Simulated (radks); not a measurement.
Values are calculated unless marked as measured or tabulated.
Isoelectronic series with 7 electrons, all held in the configuration [He] 2s2 2p3, which need not be the ground one along the series. Level of theory: scalar-relativistic Kohn-Sham, LDA (Slater exchange, Perdew-Wang correlation), spin-polarised, spherical densities, point nucleus; open shells are filled with parallel spins first (spin-orbit coupling, left out, can overturn this in heavy ions) (a radial shooting solver on a logarithmic mesh with Libxc functionals). Total energies (hartree) and orbital eigenvalues (eV) (* marks an orbital that is empty in some or all of the ions):

| ion | E (hartree) | 3s down* | 3s up* | 2p down* | 2p up | 2s down |
|---|---|---|---|---|---|---|
| Ce51+ | -5448.9999 | -4379.608 | -4397.842 | -9778.730 | -9861.569 | -10357.72 |
| Pr52+ | -5652.4455 | -4555.752 | -4574.415 | -10159.94 | -10244.39 | -10772.12 |
| Nd53+ | -5860.1801 | -4735.864 | -4754.960 | -10548.91 | -10634.98 | -11196.13 |
| Pm54+ | -6072.2496 | -4919.986 | -4939.520 | -10945.70 | -11033.39 | -11629.90 |
| Sm55+ | -6288.7015 | -5108.163 | -5128.141 | -11350.32 | -11439.64 | -12073.55 |
| Eu56+ | -6509.5849 | -5300.441 | -5320.869 | -11762.83 | -11853.77 | -12527.23 |
| Gd57+ | -6734.9509 | -5496.869 | -5517.752 | -12183.26 | -12275.84 | -12991.09 |
| Tb58+ | -6964.8522 | -5697.497 | -5718.841 | -12611.65 | -12705.86 | -13465.27 |
| Dy59+ | -7199.3437 | -5902.377 | -5924.188 | -13048.04 | -13143.90 | -13949.93 |
| Ho60+ | -7438.4822 | -6111.562 | -6133.847 | -13492.48 | -13589.98 | -14445.25 |
| Er61+ | -7682.3266 | -6325.109 | -6347.874 | -13945.01 | -14044.16 | -14951.38 |
| Tm62+ | -7930.9380 | -6543.076 | -6566.328 | -14405.66 | -14506.47 | -15468.51 |
| Yb63+ | -8184.3799 | -6765.522 | -6789.268 | -14874.49 | -14976.95 | -15996.83 |
| Lu64+ | -8442.7184 | -6992.511 | -7016.759 | -15351.53 | -15455.67 | -16536.51 |
| Hf65+ | -8706.0218 | -7224.107 | -7248.864 | -15836.84 | -15942.65 | -17087.78 |
| Ta66+ | -8974.3614 | -7460.379 | -7485.653 | -16330.47 | -16437.95 | -17650.83 |
| W67+ | -9247.8111 | -7701.397 | -7727.196 | -16832.45 | -16941.61 | -18225.89 |
| Re68+ | -9526.4480 | -7947.233 | -7973.566 | -17342.84 | -17453.69 | -18813.17 |
| Os69+ | -9810.3522 | -8197.964 | -8224.840 | -17861.69 | -17974.23 | -19412.93 |
| Ir70+ | -10099.6072 | -8453.670 | -8481.098 | -18389.04 | -18503.28 | -20025.40 |
| Pt71+ | -10394.2998 | -8714.434 | -8742.423 | -18924.96 | -19040.90 | -20650.84 |
| Au72+ | -10694.5206 | -8980.340 | -9008.901 | -19469.48 | -19587.13 | -21289.53 |
| Hg73+ | -11000.3642 | -9251.481 | -9280.623 | -20022.67 | -20142.03 | -21941.74 |
